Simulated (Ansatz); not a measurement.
Start from `[OH][In]([SH])[Br]` and change one element to get `[OH][In]([SH])[Cl]`.

Ansatz, PBE0-D4/def2-TZVP geometries, multiplicity 1. Each molecule was computed in one conformer, which needn't be the lowest.

Elements past krypton have def2 core potentials. Scalar relativity is left out up to krypton.

| property | `[OH][In]([SH])[Br]` |
| --- | --- |
| LUMO energy (B3LYP/def2-TZVPP) / eV | -2.48 |
| HOMO energy (PBE/def2-TZVPP) / eV | -6.77 |
| size of the dipole moment (B3LYP/def2-TZVPP) / D | 0.78 |
| HOMO–LUMO gap (PBE/def2-TZVPP) / eV | 3.75 |
| HOMO–LUMO gap (B3LYP/def2-TZVPP) / eV | 5.30 |
| LUMO energy (PBE/def2-TZVPP) / eV | -3.02 |

Q: Give the same properties after the change, and the shifts. (An estimate is asked.)

A: Ansatz gave: 
```json
{"property": "LUMO energy (B3LYP/def2-TZVPP) / eV", "`[OH][In]([SH])[Cl]`": "-2.44", "shift": "0.04"}
{"property": "HOMO energy (PBE/def2-TZVPP) / eV", "`[OH][In]([SH])[Cl]`": "-6.84", "shift": "-0.07"}
{"property": "size of the dipole moment (B3LYP/def2-TZVPP) / D", "`[OH][In]([SH])[Cl]`": "0.37", "shift": "-0.41"}
{"property": "HOMO–LUMO gap (PBE/def2-TZVPP) / eV", "`[OH][In]([SH])[Cl]`": "3.84", "shift": "0.09"}
{"property": "HOMO–LUMO gap (B3LYP/def2-TZVPP) / eV", "`[OH][In]([SH])[Cl]`": "5.41", "shift": "0.11"}
{"property": "LUMO energy (PBE/def2-TZVPP) / eV", "`[OH][In]([SH])[Cl]`": "-3.00", "shift": "0.02"}
```

Dipoles are sizes alone; their direction can turn.

B3LYP here is the variant with VWN-RPA as its local correlation; programs differ in this.

Spin–orbit coupling is left out; it splits and shifts lone-pair levels of the heavy atoms by tenths of an eV.
